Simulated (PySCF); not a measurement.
Simulated Si 2p region for `CN[SiH](O)O`, binding energy against the vacuum level.

Every computed line was given a Gaussian of 0.7 eV full width at half maximum and an area set by the number of equivalent atoms (split 2:1 within a doublet); the highest printed point is 100. Method: delta-SCF UKS SCAN, pcX-2 on the ionised atom, pcseg-1 elsewhere, spin-free X2C (PySCF).

(binding energy (eV), intensity): (106.6, 0), (106.7, 1), (106.8, 2), (106.9, 4), (107.0, 9), (107.1, 17), (107.2, 31), (107.3, 48), (107.4, 67), (107.5, 85), (107.6, 97), (107.7, 100), (107.8, 96), (107.9, 87), (108.0, 77), (108.1, 69), (108.2, 62), (108.3, 55), (108.4, 47), (108.5, 36), (108.6, 26), (108.7, 17), (108.8, 10), (108.9, 5), (109.0, 2), (109.1, 1), (109.2, 0), (109.3, 0)

Count the maxima, the lines and the sites behind this envelope.

The curve has 1 maximum (at 107.7 eV). Under it lie 2 lines from 1 inequivalent silicon site, drawn as a 2p3/2, 2p1/2 pair. At this width some lines have no maximum of their own.

Decompose the envelope and assign each component. Numbering: `[CH3:1][NH:2][SiH:3]([OH:4])[OH:5]`.

| position (eV) | relative area | line | atoms | environment |
| --- | --- | --- | --- | --- |
| 107.65 | 0.67 | Si 2p3/2 | Si3 | oxygen-bound silicon |
| 108.27 | 0.33 | Si 2p1/2 | Si3 | oxygen-bound silicon |

What are the centre and the root-mean-square width of the whole band?

The area-weighted mean of the lines is 107.85 eV. Their own spread about it is 0.29 eV (rms) and each Gaussian has σ = 0.7/2.355 = 0.30 eV; the variances add, which gives 0.42 eV.

Shake-up satellites, vibrational structure and lifetime widths aren't simulated. The 2p values aren't plain energy differences: one relaxed spin-free 2p hole is combined with a matrix within the shell (ground-state 2p orbital-energy differences and spin–orbit coupling). 2p3/2, the mean of its two sublevels, lies a third of the splitting below the shell's mean and 2p1/2 two thirds above it; the statistical areas are 2:1. 2p1/2 minus 2p3/2 (ligand field included): Si 0.62 eV. Isolated species at its PBE0-D3(BJ)/def2-SVP geometry (one conformer only).

Time: 35 s. Hardware: one thread, Arm Neoverse V1 (shared host).

Shape of the structure used: `[CH3:1][NH:2][SiH:3]([OH:4])[OH:5]`: C1–N2–Si3–O4 -118°, H–O4–Si3–N2 -139°, H–O5–Si3–N2 -46°.
